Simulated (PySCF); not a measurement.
## Correlation energy of Se⁻ (selenium, charge -1)

Starting occupation: [Ar] 3d10 4s2 4p5, 4p1/2 with m_j = -1/2, +1/2, 4p3/2 with m_j = -1/2, +1/2, +3/2. Computed with PySCF 2.14 in x2c-TZVPPall-2c with one added diffuse shell each of s, p, d type (7s8p5d1f, 63 functions), with X2C-1e with screened-nucleus spin-orbit coupling, Gaussian nucleus. Frozen: [Ar]; 17 electrons correlated; the 6 highest virtual spinors left out.

MP2 pair energies summed by pair of shells (mhartree):

```
 pair  energy  share (%)
3d-3d  -94.38       35.5
4p-4p  -79.72       30.0
4p-4s  -47.71       18.0
3d-4p  -22.39        8.4
3d-4s  -12.59        4.7
4s-4s   -8.91        3.4
```

Total MP2 correlation energy: -265.70 mhartree.

```
  level  correlation energy (mhartree)
   CCSD                        -273.51
    (T)                          -9.14
CCSD(T)                        -282.65
```

Diagnostics: T1 = 0.0071, largest double amplitude 0.038.

Cost of the coupled-cluster step: 240 s of wall time on 4 threads of Intel(R) Xeon(R) 6975P-C (shared host), for 17 occupied and 85 virtual spinors.

The GHF reference relaxed away from the jj start to a determinant that is no pure jj level (⟨S²⟩ = 0.76, ⟨J²⟩ = 3.77); the energies belong to that determinant.

This basis was not built for core-valence correlation, so the inner-shell part is incomplete.
